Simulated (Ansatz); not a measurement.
System: sum formula SiAsH₄, charge 0, multiplicity 2. It need not be the lowest isomer of its formula. 
Structure (B3LYP-D3(BJ)/def2-TZVP (Ansatz, a quantum-chemistry and plane-wave program) minimum search):
```xyz
6

Si    -1.5078     0.1377     0.3505
As     0.7860    -0.1027    -0.2172
H     -2.3121    -0.7446    -0.5262
H     -1.9512     1.5403     0.1591
H     -1.7412    -0.2460     1.7643
H      1.1758     0.9123     0.8614
```
Charge 0, spin multiplicity 2.

Wanted: vertical electron affinity (to the singlet state of charge -1; a negative value means that the extra electron is unbound and the number depends on the basis; each state is the SCF solution reached for its spin), in eV. Correlated levels leave the core frozen unless marked. Open shells are spin-unrestricted. Spin-orbit coupling is left out. Frozen are the shells of the preceding noble gas and the d and f shells that filled before the atom's block. Non-relativistic. Anions need diffuse functions: def2-D sets add few. CBS marks a two-point X^-3 extrapolation of the correlation energy; Hartree-Fock from the larger set. [CCSD(T)-MP2]/basis is that difference in the basis named.

```csv
level,program,vertical electron affinity (eV)
HF/def2-SVPD,Ansatz,0.35
HF/def2-QZVPPD,Ansatz,0.51
SVWN5/def2-TZVPD,Ansatz,1.78
PBE/def2-TZVPD,Ansatz,1.55
r2SCAN/def2-TZVPD,Ansatz,1.51
B3LYP/def2-TZVPD,Ansatz,1.57
PBE0/def2-TZVPD,Ansatz,1.51
```

Q: Estimate the value at RI-MP2/CBS(def2-TZVPPD,def2-QZVPPD)+[CCSD(T)-MP2]/def2-TZVPPD as computed with Ansatz.

A: 1.69 eV, so PBE0/def2-TZVPD differs from it by -0.18 eV.
